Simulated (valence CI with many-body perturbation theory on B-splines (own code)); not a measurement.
# Nd10+: one-electron terms

Computed by relativistic CI+MBPT: four valence electrons over a frozen Dirac-Fock core [Kr] 4d10, a basis of 7 s, 7 p, 7 d, 7 f, 4 g, 2 h functions for each j, with the one-electron correlation potential Σ1, the two-electron term Σ2, the three-electron term Σ3, Breit, model QED; selected CI, second order for the rest, scaled by the run's own slope (own B-spline code, finite nucleus).

No measured levels were compared; by estimate terms of the open shell hold to a few per cent of their energy, and close levels can change places; configurations with another count of f electrons can be misplaced by thousands of cm⁻¹. Among the levels kept, up to 300 cm⁻¹ of a level comes from second order outside the variational space, and about a tenth of that is noise between levels of different J, which matters for small intervals.

These are the spectroscopic orbitals of the CI (the correlating ones are not listed), shaped by the core and the other valence electrons. h is the expectation value of the core's Dirac-Fock operator, without the valence repulsion; Σ1 is computed up to l = 3 at one energy for each symmetry, that of its lowest orbital but kept below the first core excitation, so for empty shells it is not the orbital's own correlation shift; Breit and QED include the response of the core.

```tsv
Orbital	h (hartree)	Σ1 (cm⁻¹)	Breit (cm⁻¹)	QED (cm⁻¹)	⟨r⟩ (bohr)
5s1/2	-8.8204	-16660	730	693	1.296
6s1/2	-5.1012	-4732	306	284	2.275
7s1/2	-3.3346	-2059	151	141	3.543
5p1/2	-7.9826	-15289	1147	-19.2	1.369
6p1/2	-4.6952	-4321	453	-7.9	2.434
7p1/2	-3.1179	-2008	239	-4.2	3.746
5p3/2	-7.7572	-14193	650	44.5	1.413
6p3/2	-4.5943	-4132	261	17.4	2.491
7p3/2	-3.0635	-1943	148	9.2	3.815
5d3/2	-6.3915	-10662	267	-36.8	1.623
6d3/2	-3.948	-3778	126	-16.9	2.804
7d3/2	-2.7021	-1905	70.9	-9.4	4.240
5d5/2	-6.3493	-10368	120	-19.2	1.636
6d5/2	-3.9281	-3701	57.5	-8.8	2.819
7d5/2	-2.6909	-1870	33.3	-4.9	4.259
4f5/2	-8.5367	-24197	-458	-113	0.8103
5f5/2	-4.7861	-5870	-67.2	-24.2	2.036
4f7/2	-8.5164	-23809	-750	-93.8	0.8145
5f7/2	-4.7784	-5840	-132	-19.3	2.040
5g7/2	-3.8304		-7.5	-0.5	2.380
5g9/2	-3.8305		-9.8	-0.1	2.380
```

Among the shells of the start configuration 4f2 5s2, Σ1 is largest in size for 4f5/2, where it is 1.3 % of h.

Lowest root of each symmetry, sizes in configuration state functions:

```tsv
J	Parity	Roots	Reference	Variational	Second order	Change by selected CI (cm⁻¹)	Change by second order (cm⁻¹)
0	even	4	58	10948	143780	-9332	-13
1	even	3	128	19827	362916	-8051	-35
2	even	8	201	32000	618384	-7922	-39
3	even	5	201	31997	660053	-7742	-35
4	even	6	197	32000	695279	-6413	-39
5	even	2	145	21451	520738	-6409	-38
6	even	2	103	17833	425392	-6437	-27
0	odd	9	15	18781	126710	-7086	-7
1	odd	21	45	31999	383099	-6568	-38
2	odd	33	63	31993	647102	-5537	-87
3	odd	33	64	31999	735098	-5835	-125
4	odd	35	56	32000	803777	-5107	-121
5	odd	28	42	31989	742456	-5160	-100
6	odd	21	25	31989	614548	-5312	-50
7	odd	12	13	31983	455310	-5915	-24
8	odd	6	6	23541	295883	-5574	-11
9	odd	1	1	8885	174605	-8847	-25
```
